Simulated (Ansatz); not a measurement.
Mulliken charges of C₂H₃BFNO, SMILES `FCB1N=CO1` from r2SCAN/def2-TZVPP in Ansatz (PBE0-D4/def2-TZVP geometry).

```csv
atom,x (Å),y (Å),z (Å),charge (e)
F1,-0.776,-2.071,0.808,-0.239
C2,-0.460,-0.770,1.138,0.150
B3,0.047,0.070,-0.066,0.256
N4,0.500,1.487,-0.219,-0.338
C5,0.625,1.056,-1.410,0.277
O6,0.232,-0.287,-1.432,-0.349
H7,-1.344,-0.285,1.575,0.067
H8,0.304,-0.774,1.927,0.067
H9,0.960,1.527,-2.336,0.107
```

Task: By hand: the dipole of these point charges (1 e Å = 4.8032 D).

Result: Σ q r = (0.085, 0.380, 0.129) e Å, of length 0.410 e Å = 1.97 D.

Task: How does the dipole of the full density compare? (An estimate is asked.)

Result: Computed: (0.053, 0.161, -0.026) e Å, 0.82 D; the point charges give 2.40 times that, at 28° from its direction.

Point charges leave out the atoms' own dipoles, such as those of lone pairs, and Mulliken's split depends on the basis, so the two needn't agree.
